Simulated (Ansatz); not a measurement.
Born–Oppenheimer molecular dynamics of C2H4GaN (8 atoms, charge 0, multiplicity 1). It starts at the highest image of a converged band. Of that band: Neighbouring images differ by up to 1.6 eV, so the band resolves the path poorly. A vibrational analysis at the climbing image gives one clearly imaginary mode, 1696i cm⁻¹: a first-order saddle point.

The calculation used RKS PBE-D4/def2-SVP in Ansatz 0.2.0.

```yaml
ensemble: NVE (velocity Verlet)
time_step: 0.5 fs
steps_asked: 200
starting_velocities_drawn_for: 300 K
seed: 13242
```

First frame:

```xyz
8
Properties=species:S:1:pos:R:3
C -0.299 0.272 -0.900
N 0.909 0.772 -0.947
Ga 1.115 -0.028 0.972
C -0.664 -0.774 0.056
H 0.016 1.292 -1.656
H 1.123 0.921 2.286
H -0.577 -1.774 -0.414
H -1.623 -0.682 0.603
```

(1) How far do the bonds stretch over the last three quarters of this one trajectory? (Pairs bonded in most of those frames.)

Results:

(1) 
```
  bond  mean (Å)  spread (Å)  shortest  longest
 C1–N2     1.201       0.027      1.16     1.25
 C1–C4     1.458       0.040      1.38     1.53
Ga3–C4     2.085       0.114      1.89     2.25
Ga3–H5     1.753       0.241      1.52     2.48
Ga3–H6     1.647       0.063      1.57     1.81
 C4–H7     1.116       0.040      1.06     1.18
 C4–H8     1.109       0.019      1.08     1.15
```

Mean temperature of the second half: 2488 K. The conserved energy stayed within 0.64 meV per atom of its start (net change -0.0019 meV per atom), so the integration is sound. The system heated up, since it started high on the potential surface and ran downhill. A run of 0.1 ps of so small a system gives no equilibrium averages. The orbitals stay closed-shell, which can raise the energy where a bond breaks towards radicals; this wasn't checked here.

Time of the run: 4.9 min on 2 threads of Arm Neoverse V1, on a shared host, peak memory 0.13 GiB.
